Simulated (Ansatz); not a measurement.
A structure relaxed at PBE-D4/def2-SVPD in Ansatz, charge -1, doublet:

```csv
atom,x (Å),y (Å),z (Å)
Ti1,1.2683,0.3710,0.4992
Ti2,-1.2589,-0.3531,-0.4752
O3,-3.1138,-0.5367,-0.8739
O4,-2.7606,0.4899,0.1217
O5,2.7397,-0.4988,-0.1254
O6,3.1253,0.5277,0.8537
```

(1) Give its formula and point group.

(2) Summarise the bond lengths by kind (pairs closer than 1.2 times the sum of covalent radii, bridged metal pairs left out).

Answers

(1) the cluster Ti2O4⁻. Point group C2h (tolerance 0.1 Å).

(2) 4 × O–Ti 1.82 to 1.91 Å; 2 × O–O 1.47 Å; 1 × Ti–Ti 2.80 Å.

The structure holds 2 bond(s) between oxygen atoms. The charge -1 doublet is spin-contaminated (final ⟨S²⟩ up to 1.99, 0.75 for a pure state). The highest occupied level of the charge -1 doublet lies above zero (up to 0.27 eV). It is a level of β spin, whose loss leaves a triplet; that state wasn't run at this geometry and level. The electron is either unbound and held by the finite basis, or the level is raised by self-interaction error. The relaxation made no stability test and no search for a lower SCF solution. No other spin state of charge -1 was run. Another isomer (doublet) lies 11.43 eV lower at PBE0-D4/def2-TZVPD; other spin states weren't run for this one.
